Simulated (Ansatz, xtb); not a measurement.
**Two structures of AlClGaH3**

We compare I, a singlet given by its coordinates, with II, a singlet given by its coordinates. Both are isolated molecules in the gas phase, relaxed with BLYP-D3(BJ)/def2-SVP.

I (Å):

```yaml
atoms:
  - { symbol: Al, position_ang: [0.4061, -0.1492, -0.3857] }
  - { symbol: Cl, position_ang: [0.9845, -1.5900, -1.8316] }
  - { symbol: Ga, position_ang: [-0.2904, 1.5855, 1.3555] }
  - { symbol: H, position_ang: [0.7735, 1.4823, -0.4957] }
  - { symbol: H, position_ang: [0.8687, -0.2057, 1.2242] }
  - { symbol: H, position_ang: [-1.1867, 0.1760, 0.0217] }
```

Close contacts (Å): Al1–Cl2 2.12, Al1–Ga3 2.55, Al1–H4 1.68, Al1–H5 1.68, Al1–H6 1.68, Ga3–H4 2.14, Ga3–H5 2.14, Ga3–H6 2.14.

II (Å):

```yaml
atoms:
  - { symbol: Al, position_ang: [-0.1913, 0.9971, -0.2392] }
  - { symbol: Cl, position_ang: [-1.2796, -0.9268, -0.1107] }
  - { symbol: Ga, position_ang: [1.5346, -0.8762, -1.2235] }
  - { symbol: H, position_ang: [-0.8796, 2.3370, 0.2473] }
  - { symbol: H, position_ang: [1.2935, 0.4853, 0.3831] }
  - { symbol: H, position_ang: [0.4223, 0.8321, -1.8045] }
```

Close contacts (Å): Al1–Cl2 2.21, Al1–Ga3 2.73, Al1–H4 1.58, Al1–H5 1.69, Al1–H6 1.69, Ga3–H5 2.12, Ga3–H6 2.12.

Question: Estimate which is lower in electronic energy at CCSD(T)/def2-TZVP, and by roughly how much.

Answer: Too close to call at this level: CCSD(T)/def2-TZVP gives E(II) − E(I) = +0.54 kcal/mol.

The same difference at several levels:

```json
{"level": "BLYP-D3(BJ)/def2-SVP", "geometry": "BLYP-D3(BJ)/def2-SVP", "E(II) − E(I) (kcal/mol)": "−0.83", "departure from the last row (kcal/mol)": "−1.37", "job, with rough time for the two": "optimisation, 25 s"}
{"level": "HF/def2-TZVP", "geometry": "BLYP-D3(BJ)/def2-SVP", "E(II) − E(I) (kcal/mol)": "−1.62", "departure from the last row (kcal/mol)": "−2.16", "job, with rough time for the two": "part of the CCSD(T) run"}
{"level": "MP2/def2-TZVP", "geometry": "BLYP-D3(BJ)/def2-SVP", "E(II) − E(I) (kcal/mol)": "+0.33", "departure from the last row (kcal/mol)": "−0.21", "job, with rough time for the two": "part of the CCSD(T) run"}
{"level": "CCSD(T)/def2-TZVP", "geometry": "BLYP-D3(BJ)/def2-SVP", "E(II) − E(I) (kcal/mol)": "+0.54", "departure from the last row (kcal/mol)": "", "job, with rough time for the two": "single point, 26 s"}
```

The largest departure from CCSD(T)/def2-TZVP is that of HF/def2-TZVP, 2.16 kcal/mol. Levels run at GFN2-xTB geometries aren't shown.

With harmonic frequencies from BLYP-D3(BJ)/def2-SVP (ideal gas, rigid rotor, one conformer each, 298.15 K, 1 atm): on the last row, ΔE + ΔZPE = +0.71 kcal/mol. A mode under 50 cm⁻¹ makes harmonic enthalpies and free energies unreliable, so none is given.

The correlated steps freeze 19 core orbitals; the filled d shell of Ga is correlated, in a basis made for valence electrons. Codes used: Ansatz 0.2.0; the last row on 1 thread of Intel(R) Xeon(R) 6975P-C (Granite Rapids) on a shared host.
